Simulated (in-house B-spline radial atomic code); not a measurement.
# Ionising Rb V (Rb4+) with different functionals

Computed with an all-electron radial atomic-structure program (B-spline basis): scalar-relativistic (spin-free X2C) Hamiltonian, Fermi nucleus of rms radius 4.2036 fm, spin-polarised at highest spin, spherical fractional occupations for the functionals, the average over the highest-spin determinants for Hartree-Fock. The ionisation energy is the difference of two self-consistent energies, [Ar] 3d10 4s2 4p3 → [Ar] 3d10 4s2 4p2, without Breit or QED terms; ε is the level of the shell that loses the electron (its least bound occupied spin orbital). There is no spin-orbit coupling in this Hamiltonian.

Hybrids are left out here: with spherical fractional occupations of an open shell their exact exchange keeps a self-interaction that integer-occupation calculations don't have.

```csv
method,rung,ΔSCF (eV),-ε(4p) (eV)
Hartree-Fock,Hartree-Fock,68.78,69.19
LDA VWN5,LDA,69.22,62.12
LDA PW92,LDA,69.21,62.10
LDA exchange-only,LDA,67.98,60.92
PBE,GGA,69.14,62.08
PBEsol,GGA,69.15,62.07
BLYP,GGA,68.87,61.75
RPBE,GGA,69.13,62.08
PW91,GGA,69.23,62.16
BP86,GGA,69.20,62.12
AM05,GGA,69.12,62.04
OLYP,GGA,69.31,62.23
TPSS,meta-GGA,69.35,62.34
SCAN,meta-GGA,69.84,62.90
r2SCAN,meta-GGA,69.81,62.84
revTPSS,meta-GGA,69.38,62.37
```

Q: How do they compare with the NIST value?

A: NIST lists 68.4 eV ± 0.15 (tabulated theory, ground level to ground level). Errors run from -0.46 to +1.40 eV; Hartree-Fock is closest (+0.34 eV), though others lie within the uncertainty of it, and part of that can be cancellation, since the calculations leave out spin-orbit coupling, Breit-QED terms, multiplet and fine-structure energies. Hartree-Fock also lacks correlation.
